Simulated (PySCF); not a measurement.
C₄H₃N₂, multiplicity 2. Atoms are numbered in the order given.

```xyz
9

C      0.0000     0.0000     1.3753
C      0.0000     1.2101     0.6967
N      0.0000     1.2040    -0.6561
C      0.0000     0.0000    -1.2462
N      0.0000    -1.2040    -0.6561
C      0.0000    -1.2101     0.6967
H      0.0000     2.1925     1.2010
H      0.0000     0.0000    -2.3522
H      0.0000    -2.1925     1.2010
```
Charge 0, spin multiplicity 2.

Coordinates come from a PBE-D3(BJ)/def2-SVP optimisation. The isomer is the one that the SMILES or the coordinates give; other isomers of the formula were not compared.

Calculation: M06-2X/def2-TZVP in PySCF.

ESP charges are fitted to the potential on shells at 1.4 to 2.0 van der Waals radii. Atomic charges (e):

```json
[
 {"atom": "C1", "Mulliken": "-0.04", "ESP fit": "-0.43", "Löwdin": "-0.01", "meta-Löwdin": "-0.06", "Mulliken spin": "1.00"},
 {"atom": "C2", "Mulliken": "-0.03", "ESP fit": "0.50", "Löwdin": "-0.19", "meta-Löwdin": "0.02", "Mulliken spin": "-0.07"},
 {"atom": "N3", "Mulliken": "-0.23", "ESP fit": "-0.74", "Löwdin": "0.11", "meta-Löwdin": "-0.26", "Mulliken spin": "0.08"},
 {"atom": "C4", "Mulliken": "0.06", "ESP fit": "0.76", "Löwdin": "-0.27", "meta-Löwdin": "0.11", "Mulliken spin": "-0.05"},
 {"atom": "N5", "Mulliken": "-0.23", "ESP fit": "-0.74", "Löwdin": "0.11", "meta-Löwdin": "-0.26", "Mulliken spin": "0.08"},
 {"atom": "C6", "Mulliken": "-0.03", "ESP fit": "0.50", "Löwdin": "-0.19", "meta-Löwdin": "0.02", "Mulliken spin": "-0.07"},
 {"atom": "H7", "Mulliken": "0.16", "ESP fit": "0.08", "Löwdin": "0.15", "meta-Löwdin": "0.14", "Mulliken spin": "0.01"},
 {"atom": "H8", "Mulliken": "0.16", "ESP fit": "0.01", "Löwdin": "0.14", "meta-Löwdin": "0.13", "Mulliken spin": "0.01"},
 {"atom": "H9", "Mulliken": "0.16", "ESP fit": "0.08", "Löwdin": "0.15", "meta-Löwdin": "0.14", "Mulliken spin": "0.01"}
]
```

Give the Mayer and Wiberg (Löwdin basis) orders of the bonds. (Estimate from the structure and the level; the computed values follow.)


| bond | Mayer | Wiberg |
|---|---|---|
| C1–C2 | 1.43 | 1.70 |
| C2–N3 | 1.42 | 1.74 |
| N3–C4 | 1.46 | 1.81 |
| C4–N5 | 1.46 | 1.81 |
| C1–C6 | 1.43 | 1.70 |
| N5–C6 | 1.42 | 1.74 |
| C2–H7 | 0.97 | 0.85 |
| C4–H8 | 0.96 | 0.86 |
| C6–H9 | 0.97 | 0.85 |
